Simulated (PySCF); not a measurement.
Question: What does the PBE0-D3(BJ)/def2-SVP structure of InChI=1S/C8H8S/c1-2-4-8-7(3-1)5-6-9-8/h1-4H,5-6H2 look like in three dimensions?

Answer: 
```
atom  x, y, z in Å
C1     2.1363   -0.6357    0.0717
C2     2.2828    0.6953   -0.3168
C3     1.1709    1.5319   -0.4223
C4    -0.0888    1.0140   -0.1281
C5    -0.2482   -0.3210    0.2771
C6     0.8693   -1.1429    0.3712
C7    -1.6703   -0.6646    0.6284
C8    -2.5565    0.3356   -0.1102
S9    -1.6117    1.9014   -0.1938
H10    3.0126   -1.2842    0.1405
H11    3.2749    1.0887   -0.5520
H12    1.2851    2.5706   -0.7404
H13    0.7541   -2.1848    0.6826
H14   -1.8065   -0.5568    1.7201
H15   -1.9328   -1.7014    0.3672
H16   -3.5120    0.5258    0.3975
H17   -2.7648    0.0020   -1.1391
```

Any rigid rotation of these coordinates is as good. Atoms count from 1 in this order. The C–S distances run from 1.764 Å (C4–S9, drawn single) to 1.831 Å (C8–S9, drawn single), a spread of 0.067 Å. The 5-membered ring C4–C5–C7–C8–S9 has internal angles of 90.8° to 113.1°; it is puckered, 0.15 Å rms from its mean plane, widest ring torsion 33°. The 6-membered ring C1–C2–C3–C4–C5–C6 has internal angles of 118.8° to 121.1° (sum 720°, against 720° for a flat polygon); it is planar, 0.00 Å rms from its mean plane, widest ring torsion 1°. The C–C distances run from 1.390 Å (C5–C6, aromatic) to 1.527 Å (C7–C8, drawn single), a spread of 0.137 Å.

Bonds between heavy atoms (Å): C1–C2 1.394, C2–C3 1.395, C3–C4 1.393, C4–C5 1.404, C5–C6 1.390, C5–C7 1.505, C7–C8 1.527, C8–S9 1.831, C1–C6 1.397, C4–S9 1.764.

Method: PBE0-D3(BJ)/def2-SVP geometry optimisation, gas phase (PySCF).

Point group: C1 (no symmetry element, even within 0.4 Å). Stationary, but not proved a minimum. One conformer, not necessarily the lowest (C4–C5–C7–C8 23°, C5–C7–C8–S9 -33°, C7–C8–S9–C4 27°, C3–C4–S9–C8 166°).

The run took 97 s of wall time on an Arm Neoverse V2 with one thread, no GPU, on a shared host. This is the geometry optimisation.
